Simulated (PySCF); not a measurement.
**Correlation energy of Ni (nickel, neutral)**

[Ar] 3d8 4s1 4p1, one real determinant (an excited configuration). All numbers are calculated (PySCF 2.14, scalar relativity by spin-free X2C-1e, in aug-cc-pVDZ-DK (7s6p4d2f, 59 functions)). Frozen: [Ar]; 10 electrons correlated.

```json
{"level": "CCSD", "correlation energy (mhartree)": "-240.94"}
{"level": "(T)", "correlation energy (mhartree)": "-6.15"}
{"level": "CCSD(T)", "correlation energy (mhartree)": "-247.09"}
```

Diagnostics: T1 = 0.016, D1 = 0.0395, largest double amplitude 0.028.

Q: Is a single reference adequate?

A: Yes: T1 lies below 0.03 and no double amplitude reaches 0.07.

The reference is one real determinant that mixes LS terms of this configuration.
